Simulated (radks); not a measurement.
Values are calculated unless marked as measured or tabulated.
Question: All-electron atom: Ga IV in [Ar] 3d10 (the NIST ground configuration). Level of theory: non-relativistic Kohn-Sham, PBE, spin-polarised, spherical densities, point nucleus (a radial shooting solver on a logarithmic mesh with Libxc functionals). Some entries of the table are withheld. Estimate them.

| orbital | occ. | eigenvalue (hartree) | <1/r> (bohr^-1) |
|---|---|---|---|
| 1s | 2 | -372.1036 | 30.51 |
| 2s | 2 | -46.49855 | 6.678 |
| 2p | 6 | -41.33761 | 6.646 |
| 3s | 2 | -6.49288 | (1) |
| 3p | 6 | -4.81778 | 2.012 |
| 3d | 10 | -1.94229 | (2) |

Answer: 
(1) 3s <1/r> (bohr^-1): 2.137
(2) 3d <1/r> (bohr^-1): 1.676
